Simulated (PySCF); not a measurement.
**Worked example: oscillator strength and radiative lifetime**

CH₈O₃Si₂, SMILES C[Si](O)(O)[SiH2]O.

Coordinates come from a TPSSh-D3(BJ)/def2-SVP optimisation. The structure was generated by enumeration, and PubChem lists no compound with its InChIKey, so it may never have been made. Other conformers were not sampled.

PySCF with TDA-PBE/def2-SVPD puts the first singlet state with f over 0.02 at 6.14 eV (vertical), with the transition dipole (0.128, -0.244, 0.247) in atomic units.

**Question.** Find the oscillator strength, the wavelength and the radiative lifetime that this transition would have in vacuum if emission retraced absorption.

**Answer.** 
|μ|² = 0.1369 au, so |μ| = 0.94 D. ΔE = 6.14/27.211 = 0.2256 hartree. f = (2/3) ΔE |μ|² = 0.021 (the program prints 0.021).
λ = 1239.84/6.14 = 202 nm; ν = 49522 cm⁻¹.
Einstein's coefficient A = 0.6670 ν² f s⁻¹ (ν in cm⁻¹) = 3.4e7 s⁻¹, so τ = 1/A = 30 ns. This state is S4; the lower singlets have f = 0.018, 0.005, 0.003. The figure is the radiative limit of this one transition; relaxation, internal conversion, crossing to triplets and a medium change what is measured.
